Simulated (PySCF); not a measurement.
A PySCF script (with the pyscf-properties extension) for the NMR shieldings of SMILES COC(=O)PC1CC1, C₅H₉O₂P, on a GFN2-xTB geometry:

```python
import basis_set_exchange as bse
import numpy as np
from pyscf import gto, dft
from pyscf.prop import nmr

atoms = """
C     2.955851    0.336801    0.601315
O     1.688879   -0.299297    0.742090
C     1.164221   -0.885149   -0.329202
O     1.656061   -0.928504   -1.423474
P    -0.422126   -1.689209    0.175314
C    -1.253036   -0.181908    0.822839
C    -2.686636    0.077693    0.464040
C    -1.609927    0.958766   -0.084771
H     2.967419    1.177073    1.292038
H     3.088754    0.678142   -0.426516
H     3.747342   -0.370346    0.855100
H    -0.954674   -1.619108   -1.113538
H    -0.944293    0.052803    1.835450
H    -3.175656   -0.606630   -0.214310
H    -3.340808    0.471675    1.227280
H    -1.371000    0.875599   -1.135826
H    -1.517371    1.963628    0.300109
"""
names = dict.fromkeys(["C", "O", "P", "H"], "pcSseg-1")
basis = {el: gto.basis.parse(bse.get_basis(n, elements=[el], fmt="nwchem")) for el, n in names.items()}
mol = gto.M(atom=atoms, basis=basis, charge=0, verbose=0)
mf = dft.RKS(mol, xc="PBE0")
mf.grids.level = 2
mf.grids.alignment = dft.numint.BLKSIZE   # the property module wants whole blocks of grid points
mf.conv_tol = 1e-9
mf.kernel()

calc = nmr.RKS(mf)   # GIAO
C = mf.mo_coeff
Co = C[:, mf.mo_occ > 0]
resp = mf.gen_response(singlet=True, hermi=2)
def vind(x):   # induced exchange potential for any number of trial vectors
    d = np.einsum("pi,xij,qj->xpq", C, 2 * x.reshape(-1, C.shape[1], Co.shape[1]), Co, optimize=True)
    return np.einsum("xpq,pi,qj->xij", resp(d - d.transpose(0, 2, 1)), C, Co, optimize=True).ravel()
mo1, _ = nmr.rhf.solve_mo1(calc, with_cphf=vind)
sigma = calc.kernel(mo1)
for i, s in enumerate(sigma):   # ppm
    print("%2d %-2s %9.2f" % (i, mol.atom_pure_symbol(i), np.trace(s) / 3))
```

**Question.** Give the expected output.

**Answer.** 
```
 0 C     135.53
 1 O     138.98
 2 C       1.65
 3 O    -133.60
 4 P     355.38
 5 C     180.07
 6 C     179.39
 7 C     175.09
 8 H      28.13
 9 H      26.68
10 H      28.27
11 H      28.83
12 H      30.76
13 H      31.42
14 H      30.84
15 H      31.31
16 H      30.82
```

These numbers come from an equivalent density-fitted implementation of the same equations, which agrees with the script to about 0.01 ppm for H and up to a few tenths of a ppm for heavy atoms, so last digits may differ.

Size and cost of the density-fitted run: 188 basis functions, about 80 core-seconds.
